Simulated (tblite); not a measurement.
Species: C5H15BO.
Bonds: C1–C2, C2–C3, C3–B4, B4–O5, O5–C6, O5–C7. Hydrogens: H8, H9, H10 on C1; H11, H12 on C2; H13, H14 on C3; H15, H16 on B4; H17, H18, H19 on C6; H20, H21, H22 on C7.

Computed with GFN2-xTB (tblite), gas phase: nudged elastic band of 9 images (0 to 8), spring 0.2 eV/Å², climbing image at the end, force threshold 0.05 eV/Å. No saddle search or frequency run followed, so the top image need not be a first-order saddle, and its height can exceed the method's true barrier by a kcal/mol or more.

The band describes a rotation about C2–C3 (chain CH2 carbon, sp3 carbon bound to boron), followed by the dihedral C1–C2–C3–B4, from the optimised start (180°) to a second optimised geometry at -71°.

Problem. How does the energy change from image to image?

Solution. 
| image | dihedral (°) | E (kcal/mol) | C2–C3 (Å) | C1···B4 (Å) | largest true force (eV/Å) |
| --- | --- | --- | --- | --- | --- |
| 0 | 180 | 0.00 | 1.529 | 4.00 | 0.01 |
| 1 | -168 | 0.36 | 1.532 | 3.99 | 0.03 |
| 2 | -155 | 1.14 | 1.535 | 3.96 | 0.03 |
| 3 | -141 | 2.07 | 1.539 | 3.89 | 0.03 |
| 4 | -126 | 2.72 | 1.542 | 3.81 | 0.02 |
| 5 | -112 | 2.76 | 1.542 | 3.70 | 0.03 |
| 6 | -97 | 2.13 | 1.538 | 3.57 | 0.03 |
| 7 | -80 | 1.40 | 1.534 | 3.41 | 0.03 |
| 8 | -71 | 0.84 | 1.532 | 3.31 | 0.01 |

Barriers of this band. The top is image 5 at -112°: 2.76 kcal/mol forward and 1.92 kcal/mol back; the end lies 0.84 kcal/mol above the start. The central bond is 0.013 Å longer at the top than at the start.

Problem. What rate follows at 298 K for crossing this barrier forward?

Solution. Taking the electronic barrier for the free energy of activation (no zero-point or entropy terms, transmission 1), rate = (kT/h)·exp(−ΔE/kT) ≈ 6 × 10^10 s⁻¹, whose inverse is 2 × 10^-11 s. An error of 1 kcal/mol in the barrier changes this by a factor of 5, and the method and the loose band can each miss by that much or more.

Problem. How would the two end points share their population at 298 K, from these energies alone?

Solution. exp(−ΔE/kT) with ΔE = 0.036 eV gives 0.25 for the higher one (end) against 1 for the lower, without vibrational, rotational or degeneracy terms. GFN2-xTB can put conformers this close in the wrong order.

The cost below is that of the whole band run. Rough CPU time on one thread of a shared machine: about 9 s.
